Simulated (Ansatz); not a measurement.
Computed with Ansatz on PBE0-D4/def2-TZVP structures; ΔE is electronic, products minus reactants. CCSD(T)/CBS adds triple-zeta CCSD(T) − MP2 to the extrapolated MP2 energy (def2 sets, frozen cores). Elements past krypton have def2 core potentials. For As, Sn outer-core shells are correlated without core-valence functions, which leaves a few kJ/mol of doubt a bond. Scalar relativity is left out up to krypton. Each species was taken in one conformer, which may not be the lowest.

`[NH2][SnH2][Cl]` + `C[AsH]N[SiH3]` → `[CH3][SnH]([NH2])[Cl]` + `[SiH3]N[AsH2]`  (redistribution)

```tsv
species	HF/def2-TZVPP energy (Eh)
`[NH2][SnH2][Cl]`	-729.71120
`C[AsH]N[SiH3]`	-2620.17836
`[CH3][SnH]([NH2])[Cl]`	-768.76857
`[SiH3]N[AsH2]`	-2581.12331
```

Q: Work out ΔE.

A: ΔE = (-768.76857) + (-2581.12331) − (-729.71120) − (-2620.17836) = -0.00232 Eh = -1.5 kcal/mol. CCSD(T)/CBS gives -2.4 kcal/mol.

Largest T1 diagnostic among the species: 0.012.
